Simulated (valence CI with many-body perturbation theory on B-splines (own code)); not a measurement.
The numbers below are computed, except where a source is named.
Te31+ in three bases

Level of theory: configuration interaction combined with many-body perturbation theory (CI+MBPT): three valence electrons over a frozen Dirac-Fock core [Ar], radial functions for each j: 7 s, 7 p, 8 d, 6 f, 4 g, 1 h, with the one-electron correlation potential Σ1, the two-electron term Σ2, the three-electron term Σ3, Breit, model QED; selected CI, second order for the rest, scaled by the run's own slope (own B-spline code, finite nucleus).

The last digits are not significant, and no measured levels were compared; by estimate large intervals hold to a few tenths of a per cent, small ones and those within an open d or f shell to about a per cent. Only levels of the ground parity were solved; by the run's estimate the other parity begins above the list, which can be wrong where configurations are misplaced.

The reference run has the lowest level (3d3/2^3) J=3/2 and an ionisation energy of 1889.20 eV. Its largest variational space holds 4830 state functions.

Levels are named by their leading jj configuration (3d3/2^4 stands for four electrons in 3d with j = 3/2), which in mixed levels can hold well under half, so a name can repeat and another be missing. Letters in brackets count levels of one name in rising energy.

Changed runs:
A. basis 6 s, 6 p, 5 d, 5 f, 1 g
B. basis 5 s, 5 p, 4 d, 4 f

Excitation energies of the reference run in cm⁻¹, and shifts in cm⁻¹:

| Level | Reference | A | B |
| --- | --- | --- | --- |
| (3d3/2^2 3d5/2) J=5/2 [a] | 70211 | -143 | -230 |
| (3d3/2^2 3d5/2) J=7/2 | 108795 | -33 | -9.4 |
| (3d3/2^2 3d5/2) J=3/2 | 113806 | +136 | +323 |
| (3d3/2^2 3d5/2) J=9/2 | 123402 | +121 | +306 |
| (3d3/2^2 3d5/2) J=1/2 | 133670 | +144 | +359 |
| (3d3/2 3d5/2^2) J=7/2 [a] | 195545 | +110 | +268 |
| (3d3/2^2 3d5/2) J=5/2 [b] | 202785 | +108 | +262 |
| (3d3/2 3d5/2^2) J=9/2 | 206987 | +50 | +220 |
| (3d3/2 3d5/2^2) J=3/2 [a] | 233838 | +156 | +304 |
| (3d3/2 3d5/2^2) J=1/2 | 246259 | +288 | +638 |
| (3d3/2 3d5/2^2) J=11/2 | 258822 | +290 | +740 |
| (3d3/2 3d5/2^2) J=5/2 [a] | 277473 | +328 | +616 |
| Ionisation energy (eV) | 1889.20 | -0.06 | -0.08 |
